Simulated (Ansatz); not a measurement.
`N[SiH]([SiH3])Cl` + CH₃NH₂ → `CN[SiH]([SiH3])Cl` + NH₃ at 400 K and 1 bar (ligand exchange at the Si–N bond).

Program: Ansatz. Geometries: PBE0-D4/def2-TZVP. ΔE: electronic, gas phase. CCSD(T)/CBS is the MP2 limit (def2-TZVPP, def2-QZVPP) plus CCSD(T) − MP2 in def2-TZVPP, frozen cores. This one scheme is used for every species. Each species was taken in one conformer, which may not be the lowest.

| species | CCSD(T)/CBS energy (Eh) | H − E (kJ/mol) | S (J/(mol·K)) |
| --- | --- | --- | --- |
| `N[SiH]([SiH3])Cl` | -1096.32520 | 197.3 | 393.4 |
| CH₃NH₂ | -95.75281 | 185.4 | 256.0 |
| `CN[SiH]([SiH3])Cl` | -1135.57158 | 278.4 | 436.0 |
| NH₃ | -56.50880 | 104.2 | 203.1 |

H − E and S are ideal-gas, rigid-rotor, harmonic terms from PBE0-D4/def2-TZVP, for one conformer and one mirror image of each species. 1 Eh = 2625.50 kJ/mol, R = 8.31446 J/(mol·K).

By hand: ΔE, ΔH, ΔS and ΔG.

ΔE = (-1135.57158) + (-56.50880) − (-1096.32520) − (-95.75281) = -0.00237 Eh = -6.2 kJ/mol. Δ(H − E) = 278.4 + 104.2 − 197.3 − 185.4 = -0.1, so ΔH = -6.3 kJ/mol. ΔS = 436.0 + 203.1 − 393.4 − 256.0 = -10.3 J/(mol·K). ΔG = -6.3 − 400 × (-10.3)/1000 = -2.2 kJ/mol.

By hand: the equilibrium constant, and the temperature at which ΔG would vanish if ΔH and ΔS stayed fixed.

log₁₀ K = −ΔG/(RT ln 10) = 0.3. ΔG = 0 at ΔH/ΔS = 612 K, though so small a ΔH makes that figure unsure.

TΔS isn't small against ΔH here. The sign of ΔG lies within the doubt. A doubt of 5 kJ/mol in ΔE shifts log₁₀ K by 0.7 here. Other conformers and mirror images would add mixing entropy, several J/(mol·K) or more a flexible species. These are equilibria of isolated gas molecules and say nothing of rates. Largest T1 diagnostic: 0.011 (customary marks: 0.02 for closed shells, 0.045 for open ones).
